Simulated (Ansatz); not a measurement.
```yaml
crystal:
  periodic: [false, false, false]
  atoms:
    - {symbol: C, position_ang: [-0.735693, -1.112608, 0.392483]}
    - {symbol: C, position_ang: [0.097281, -0.298471, 0.084466]}
    - {symbol: Te, position_ang: [1.600588, 0.958915, -0.399654]}
    - {symbol: H, position_ang: [-1.481674, -1.823554, 0.662196]}
    - {symbol: H, position_ang: [0.569299, 2.202019, -0.780791]}
basis:
  gaussian: {orbitals: def2-TZVP}
total_charge: 1
magnetization: {spin_polarized: true, initial_magnetization: 1}
hamiltonian: {xc: {name: CCSD(T)}}
accuracy: high
output: {forces: true}
```

```sh
$ ansatz run in.yaml --threads 2 --pin off --events-out ev --progress --plain --max-ram 4352MiB
```

**Question.** How does Ansatz answer? (An estimate is asked.)

**Answer.** The calculation gave: The program refused the input.
```
Error: YAML parse error: error: line 13 column 19: hamiltonian.xc: no functional is named "CCSD(T)"; the names, which are not case-sensitive, are SVWN5, SPW92, PBE, PBE0, PBEsol, revPBE, revPBE0, RPBE, rPW86-PBE, HSE06, wPBEh, LC-wPBE, HISS, HF, BLYP, B3LYP, B3LYP5, BHLYP, CAM-B3LYP, r2SCAN, r2SCANh, r2SCAN0, r2SCAN50, m-r2SCAN, B97, wB97, wB97X, wB97X-V, B97M-V, wB97M-V, B2PLYP, B2GP-PLYP, PBE0-DH, PBE-QIDH
11 | total_charge: 1
12 | magnetization: {spin_polarized: true, initial_magnetization: 1}
13 | hamiltonian: {xc: {name: CCSD(T)}}
14 | accuracy: high
15 | output: {forces: true}
```

HSE06 is defined as in plane-wave codes.
